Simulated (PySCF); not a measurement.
Nonlinear optical response: methyl isobutyrate, C₅H₁₀O₂

Cartesian coordinates in Å; atom numbers follow the order of the lines, from 1:
```xyz
17

C     2.756   -0.509    0.121
O     1.408   -0.388    0.538
C     0.591    0.262   -0.303
O     0.964    0.734   -1.345
C    -0.830    0.281    0.218
C    -1.652    1.339   -0.498
C    -1.434   -1.120    0.082
H     2.830   -1.109   -0.799
H     3.195    0.479   -0.079
H     3.290   -1.006    0.939
H    -0.761    0.515    1.293
H    -2.691    1.331   -0.138
H    -1.655    1.155   -1.583
H    -1.239    2.346   -0.339
H    -1.500   -1.413   -0.978
H    -0.827   -1.868    0.611
H    -2.451   -1.140    0.502
```

Theory: PySCF, quadratic response CAM-B3LYP/aug-cc-pVDZ first hyperpolarisability, Taylor convention, gas phase. Geometry: PBE0-D3(BJ)/def2-SVP.

Task: Give β for the processes computed.

Result: In 10⁻³⁰ esu, Taylor convention; the vector part is βᵢ = ⅓ Σⱼ (βᵢⱼⱼ + βⱼᵢⱼ + βⱼⱼᵢ); β∥ is 3/5 of the vector part along the dipole, the dipole points from − to +:
| process | λ (nm) | β vector norm | β∥ | β HRS | depolarisation ratio |
| --- | --- | --- | --- | --- | --- |
| static β(0;0,0) | ∞ | 0.30 | 0.07 | 0.16 | 2.84 |
| second harmonic β(−2ω;ω,ω) | 1907 | 0.31 | 0.08 | 0.17 | 2.86 |
| Pockels β(−ω;ω,0) | 1907 | 0.30 | 0.07 | – | – |
| second harmonic β(−2ω;ω,ω) | 1064 | 0.35 | 0.09 | 0.18 | 2.91 |
| Pockels β(−ω;ω,0) | 1064 | 0.31 | 0.08 | – | – |

Task: Which lowest excitations, dipole and polarisabilities go with it?

Result: S1 5.90 eV (f = 0.002); S2 7.23 eV (f = 0.008); S3 7.87 eV (f = 0.016); dipole 1.88 D; isotropic α 69.9 au static, 70.0 au at 1907 nm, 70.3 au at 1064 nm, 70.5 au at 953.5 nm, 71.8 au at 532 nm.
